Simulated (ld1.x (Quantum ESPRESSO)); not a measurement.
What one change does to a pseudopotential (La, RRKJ)

```
Element                 : lanthanum
Generator               : ld1.x (Quantum ESPRESSO) 7.5
Type                    : norm-conserving RRKJ (Kleinman–Bylander form)
Functional              : PBE
Relativity              : scalar-relativistic
Frozen core             : [Kr] 4d10
Valence charge          : 11
Reference configuration : 4f0 5s2 5p6 5d1 6s0 6p0 (charge +2)
Partial waves           : 5p (bound): rc 2.15 bohr; 5d (bound): rc 2.90 bohr; 4f (bound, empty): rc 1.85 bohr; 5s (bound): rc 2.65 bohr
Local potential         : the s channel
Core correction         : a·sin(br)/r model core, default radius (core density twice the valence density)
```

All-electron outer shells of the reference configuration (PBE, scalar-relativistic, ld1.x):

```json
{"shell": "4p", "level (eV)": "-212.73", "outermost node (bohr)": "0.34", "outermost maximum (bohr)": "0.63"}
{"shell": "4d", "level (eV)": "-116.57", "outermost node (bohr)": "0.32", "outermost maximum (bohr)": "0.68"}
{"shell": "5s", "level (eV)": "-51.52", "outermost node (bohr)": "0.77", "outermost maximum (bohr)": "1.41"}
{"shell": "5p", "level (eV)": "-34.92", "outermost node (bohr)": "0.83", "outermost maximum (bohr)": "1.58"}
{"shell": "4f", "level (eV)": "-16.97", "outermost node (bohr)": "–", "outermost maximum (bohr)": "0.75"}
{"shell": "5d", "level (eV)": "-14.70", "outermost node (bohr)": "0.95", "outermost maximum (bohr)": "2.13"}
{"shell": "6s", "level (eV)": "-13.52", "outermost node (bohr)": "1.84", "outermost maximum (bohr)": "3.43"}
{"shell": "6p", "level (eV)": "-9.95", "outermost node (bohr)": "2.13", "outermost maximum (bohr)": "4.13"}
```

Change: local potential the f channel.

Cutoffs: the cutoffs (Ry, on a coarse ladder) from which the occupation-weighted sum of valence levels, in a spherical-Bessel basis at the reference potential, stays within 10 and 1 mRy of its value at 400 Ry; they do not see the model core or the augmentation charge, which bear on the density cutoff. Errors are all-electron minus pseudo energies relative to the spin-unpolarised reference configuration.

Question: How do hardness, ghosts and transferability respond?

Answer: The potential gets neither clearly harder nor softer (30 Ry and 45 Ry → 30 Ry and 45 Ry); a bound ghost appears in p, s, which as a rule spoils a file; the number of tests that count goes from 6 to 5; of the 5 tests that both files solve, the error grows in 1 and shrinks in 4 by more than 15 % and 0.3 meV (median size 1770.1 → 251.9 meV). In the separable form a ghost depends on how the local part lies against the semilocal potential of the channel, so the choice of the local part can create or remove one.

| quantity | base | changed |
| --- | --- | --- |
| cutoff, loose | 30 Ry | 30 Ry |
| cutoff, tight | 45 Ry | 45 Ry |
| loose cutoff by channel (10 mRy a level) | p 25 Ry, d 10 Ry, s 10 Ry | s 6 Ry, p 21 Ry, d 10 Ry |
| bound ghosts | none | s, p |
| tests counted (converged, no solver errors) | 6 of 7 | 5 of 7 |
| error for 4f0 5s2 5p6 5d1 6s2 6p0, meV [ΔE -16.85 eV] | +2586 | +359 |
| error for 4f0 5s2 5p6 5d1 6s1 6p0, meV [ΔE -10.89 eV] | +1770 | +252 |
| error for 4f0 5s2 5p6 5d0 6s0 6p0, meV [ΔE 18.95 eV] | -0.9 | +4.8 |
| error for 4f0 5s2 5p5 5d1 6s2 6p0, meV [ΔE 10.12 eV] | +4538 | +721 |
| error for 4f1 5s2 5p6 5d0 6s1 6p0, meV [ΔE -10.62 eV] | +1480 | +42 |
| s: phases at 3.16 bohr within 0.05 rad from the reference energy up to (Ry; the scan ends near 5) | -2.1 | -1.4 |
| p: phases at 3.16 bohr within 0.05 rad from the reference energy up to (Ry; the scan ends near 5) | -0.5 | -0.1 |
| d: phases at 3.16 bohr within 0.05 rad from the reference energy up to (Ry; the scan ends near 5) | 1.3 | 0.7 |
| f: phases at 3.16 bohr within 0.05 rad from the reference energy up to (Ry; the scan ends near 5) | -0.3 | -0.1 |

Base: The cutoffs count occupied waves only; the empty 4f level needs 60 Ry at the loose tolerance. Tests not counted: 4f1 5s2 5p6 5d0 6s2 6p0 (solver errors, printed error -1519 eV). These tests converged, but a pseudo level misses the all-electron one widely, so the file describes the atom poorly there or has found another state: 4f0 5s2 5p6 5d1 6s2 6p0: 5d by 1.0 eV (a node warning on the way); 4f0 5s2 5p6 5d0 6s0 6p0: empty 6s by 3.5 eV; 4f0 5s1 5p6 5d1 6s2 6p0: 5p by 2.3 eV; 4f0 5s2 5p5 5d1 6s2 6p0: 5p by 2.2 eV. Changed file: The cutoffs count occupied waves only; the empty 4f level needs 100 Ry at the loose tolerance. Tests not counted: 4f0 5s1 5p6 5d1 6s2 6p0 (solver errors, printed error -27.0 eV); 4f1 5s2 5p6 5d0 6s2 6p0 (solver errors, printed error -1499 eV). A true bound ghost makes a file unfit for plane-wave use even where its test errors are small: the radial tests pick states by their node count and pass the ghost by. Where a test does run into it, the solver fails or the error is huge.
